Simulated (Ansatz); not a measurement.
Basis sets compared for the cluster B8Sb8 (the lowest singlet isomer of a short search). The state is a singlet with charge 0. Geometry PBE-D4/def2-SVP. Ansatz on 2 threads of AMD EPYC 7R13 on a shared host and a share (18 GiB) of an NVIDIA H100 80GB HBM3; times are rough, and most runs start from earlier orbitals.

```xyz
16

B    -0.129   -0.351   -1.954
B    -0.400    0.708   -0.569
B     1.134   -0.067   -0.508
B     0.775   -1.458    0.636
B    -1.427    0.523    0.794
B    -1.013   -1.098    1.134
B     0.268    0.011    1.078
B     1.169    1.662   -0.790
Sb   -1.674   -3.074    0.437
Sb   -0.008    1.889   -2.651
Sb   -2.271   -0.703   -1.220
Sb    1.708   -1.612   -2.101
Sb   -1.468    2.554    1.903
Sb    0.938    1.294    2.884
Sb    1.224    3.265    0.872
Sb    1.174   -3.543    0.055
```

In the def2 sets Sb takes a core potential; there is no spin–orbit coupling. Single mean-field runs in def2-TZVP are fitted with def2-universal-jkfit. The restricted singlet is unstable towards broken spin symmetry in Hartree–Fock (as tested in another run); at PBE-D4/def2-TZVP, PBE0-D4/def2-SVP, PBE0-D4/def2-TZVP this wasn't settled. The structure comes from a short search, and lower isomers may exist.

Binding counts from free atoms (B doublet, Sb quartet) in the same basis, without a counterpoise term.

```
           level  functions  energy (Eh)  HOMO (eV)  LUMO (eV)  binding per atom (eV)  wall time
 PBE-D4/def2-SVP        320   -2120.6296      -4.80      -3.59                   4.02       11 s
PBE0-D4/def2-SVP        320   -2120.7224      -5.55      -3.11                   3.85       15 s
```

(1) Estimate the rows for PBE-D4/def2-TZVP (with forces), PBE0-D4/def2-TZVP.

## Answers

(1) 
```json
{"level": "PBE-D4/def2-TZVP (with forces)", "functions": "648", "energy (Eh)": "-2120.8809", "HOMO (eV)": "-4.85", "LUMO (eV)": "-3.66", "binding per atom (eV)": "3.98", "wall time": "16 s"}
{"level": "PBE0-D4/def2-TZVP", "functions": "648", "energy (Eh)": "-2120.9683", "HOMO (eV)": "-5.57", "LUMO (eV)": "-3.14", "binding per atom (eV)": "3.81", "wall time": "19 s"}
```
